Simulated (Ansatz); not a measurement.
System: Sc, charge 2, doublet.

Total energies in aug-cc-pwCVTZ-DK, 9 correlated electrons, 5 frozen orbitals. Open shells are spin-unrestricted; no spin-orbit coupling. The -DK rows use spin-free X2C, correlate 3s3p of the metal (1s2s2p frozen) and give its partners the cc-pVXZ-DK valence sets. Open-shell metal atoms are single determinants, not pure terms.

| method | program | energy (Eh) | minus CCSDT(Q) (mEh) |
|---|---|---|---|
| HF | Ansatz | -762.64031 | 312.94 |
| MP2 | Ansatz | -762.92328 | 29.96 |
| CCSD | Ansatz | -762.94518 | 8.07 |
| CCSD(T) | Ansatz | -762.95270 | 0.55 |
| CCSDT(Q) | Ansatz | -762.95325 | 0.00 |

Ansatz is an electronic-structure program.
